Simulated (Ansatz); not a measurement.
Sr2S2: single points at one geometry.

```yaml
crystal:
  periodic: [false, false, false]
  atoms:
    - {symbol: Sr, position_ang: [1.326820, 1.148600, -1.245045]}
    - {symbol: Sr, position_ang: [-1.327291, -1.150963, 1.242352]}
    - {symbol: S, position_ang: [1.583101, -1.089199, 0.682252]}
    - {symbol: S, position_ang: [-1.582629, 1.091562, -0.679569]}
basis:
  gaussian: {orbitals: def2-TZVP, initial_orbitals: start.molden}
magnetization: {spin_polarized: true, initial_magnetization: 4}
hamiltonian: {xc: pbe}
correlation: {method: rpa}
scf: {omitted_lower_state_checks: [starts]}
```

The file start.molden holds the orbitals of an earlier run on this structure, at another level or in another basis.

```sh
$ ansatz run in.yaml --threads 4 --pin off --events-out ev --progress --plain --max-ram 3916MiB
```

It prints (some lines left out):

```
Functional definition: PBE
1026 factors; integrals over basis functions are off by at most 6.1e-4 eV
mean field evaluation 1: about -23333.7733 eV, gradient 7.4e0 eV
mean field evaluation 2: about -23333.8514 eV, gradient 1.5e-1 eV
mean field evaluation 4: about -23333.8503 eV, gradient 3.7e-3 eV
mean field evaluation 8: about -23333.8503 eV, gradient 2.2e-6 eV
mean field evaluation 16: about -23333.8504 eV, gradient 9.7e-2 eV
mean field -23333.85078394 eV, -857.5032000576 hartree, gradient 1.9e-6 eV, S^2 6.007211; 1 other end points of the search recorded, 0 dependent functions left out
10 core orbitals not correlated: weight in the atoms' cores, before any rotation towards them, 1.000 or more for the frozen orbitals, at most 0.000 for the correlated occupied ones
reference -23288.93831916 eV, -855.8526974198 hartree; 18, 14 occupied and 112, 116 virtual orbitals, 1026 factors
Total energy: -23316.49379923 eV, -856.8653426345 hartree
Checks for a lower state left out: starts
```

Run time 9 s (4 threads of Arm Neoverse V2 on a shared host).

As the first input, with `hamiltonian: {xc: {name: wB97M-V}}`, `output: {orbitals: {seedname: orbitals}}` and without the key `correlation` (abridged; 33 s):

```
Functional definition: wB97M-V
mean field -23338.54682369 eV, -857.6757763354 hartree, gradient 6.0e-6 eV, S^2 6.006298
Total energy: -23338.54687107 eV, -857.6757780766 hartree
Checks for a lower state left out: starts
```

First input, but with `hamiltonian: {xc: {text: "exchange = 0.95*pbe_x + 0.05*exact_x\ncorrelation = pbe_c"}}`, `output: {orbitals: {seedname: orbitals}}` and without the key `correlation` (abridged; 6.5 s):

```
Functional definition: unnamed
mean field -23334.14650098 eV, -857.5140674584 hartree, gradient 6.1e-6 eV, S^2 6.007621
Total energy: -23334.14655088 eV, -857.5140692923 hartree
Checks for a lower state left out: starts
```

The first input with `hamiltonian: {xc: {text: "exchange = 0.65*pbe_x + 0.35*exact_x\ncorrelation = pbe_c"}}`, `output: {orbitals: {seedname: orbitals}}` and without the key `correlation` (abridged; 7.5 s):

```
Functional definition: unnamed
mean field -23336.06102306 eV, -857.5844248471 hartree, gradient 1.2e-5 eV, S^2 6.010693
Total energy: -23336.06105793 eV, -857.5844261288 hartree
Checks for a lower state left out: starts
```

First input, but with `hamiltonian: {xc: pbe0, dispersion: d4}`, `output: {orbitals: {seedname: orbitals}}` and without the key `correlation` (abridged; 7 s):

```
Functional definition: PBE0
mean field -23335.39802204 eV, -857.5600600090 hartree, gradient 1.0e-5 eV, S^2 6.009628
Total energy: -23335.51832841 eV, -857.5644811868 hartree
Checks for a lower state left out: starts
```

As the first input, with `hamiltonian: {xc: {name: revPBE}, dispersion: d4}`, `output: {orbitals: {seedname: orbitals}}` and without the key `correlation` (abridged; 5 s):

```
Functional definition: revPBE
mean field -23340.69460362 eV, -857.7547057921 hartree, gradient 5.1e-6 eV, S^2 6.007992
Total energy: -23340.92565781 eV, -857.7631968769 hartree
Checks for a lower state left out: starts
```

First input, but with `hamiltonian: {xc: r2scan, dispersion: d4}`, `output: {orbitals: {seedname: orbitals}}` and without the key `correlation` (abridged; 16 s):

```
Functional definition: r2SCAN
mean field -23342.60652027 eV, -857.8249674330 hartree, gradient 3.2e-6 eV, S^2 6.013760
Total energy: -23342.63310413 eV, -857.8259443718 hartree
Checks for a lower state left out: starts
```

Geometry: B3LYP-D4/def2-TZVP.

In the def2 sets Sr takes a core potential; there is no spin–orbit coupling. Correlated methods freeze 10 core orbitals; core or outer-core shells of Sr are correlated, in sets that lack core-valence functions. At PBE0-D4/def2-TZVP a singlet of charge 0 lies 4.60 eV below the quintet, each at its own geometry. The structure comes from a short search, and lower isomers may exist.
